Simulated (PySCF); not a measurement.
A side-by-side comparison of computed properties.

First species: C₆H₁₃F.
Atom-mapped SMILES: `[CH3:1][C:2]([CH3:3])([CH3:4])[CH2:5][CH2:6][F:7]` (hydrogens: H8, H9, H10 on C1; H11, H12, H13 on C3; H14, H15, H16 on C4; H17, H18 on C5; H19, H20 on C6)

Second species: C₅H₆O₅.
SMILES: `CO[C@@H]1COC(=O)C(=O)O1`

Levels: PBE0/pcSseg-1 for dipole moment, HOMO energy, LUMO energy and HOMO–LUMO gap; GFN2-xTB for rotational constant A and rotational constant C. Geometries: GFN2-xTB. Each structure is a single optimised conformer of the isolated species, non-relativistic unless stated. Electronic properties by PySCF.

The conformers computed, where there is a choice (atom-mapped SMILES and torsion angles):
- `[CH3:1][C:2]([CH3:3])([CH3:4])[CH2:5][CH2:6][F:7]`: C1–C2–C5–C6 -61°, C2–C5–C6–F7 180°
- `[CH3:1][O:2][C@@H:3]1[CH2:4][O:5][C:6](=[O:7])[C:8](=[O:9])[O:10]1`: C1–O2–C3–C4 -175°

Values for the first species:

```
Dipole moment         : 2.02 D
HOMO energy           : -8.77 eV
LUMO energy           : 1.19 eV
HOMO–LUMO gap         : 9.96 eV
Rotational constant A : 4.188 GHz
Rotational constant C : 1.368 GHz
```

Question: Estimate the same properties for the second species, and the change in each.

Answer: 
```json
{"property": "dipole moment", "first": "2.02 D", "second": "6.39 D", "second less first": "+4.37 D"}
{"property": "HOMO energy", "first": "-8.77 eV", "second": "-8.19 eV", "second less first": "+0.58 eV"}
{"property": "LUMO energy", "first": "1.19 eV", "second": "-1.88 eV", "second less first": "-3.07 eV"}
{"property": "HOMO–LUMO gap", "first": "9.96 eV", "second": "6.31 eV", "second less first": "-3.65 eV"}
{"property": "rotational constant A", "first": "4.188 GHz", "second": "1.977 GHz", "second less first": "-2.211 GHz"}
{"property": "rotational constant C", "first": "1.368 GHz", "second": "1.044 GHz", "second less first": "-0.324 GHz"}
```

On the first: A dipole of 2.02 D is allowed in Cs, and pure rotational transitions are dipole-allowed. In atomic units the dipole is 0.79 e·bohr (1 au = 2.5417 D).

On the second: A dipole of 6.39 D is allowed in C1, and pure rotational transitions are dipole-allowed. In atomic units the dipole is 2.52 e·bohr (1 au = 2.5417 D).
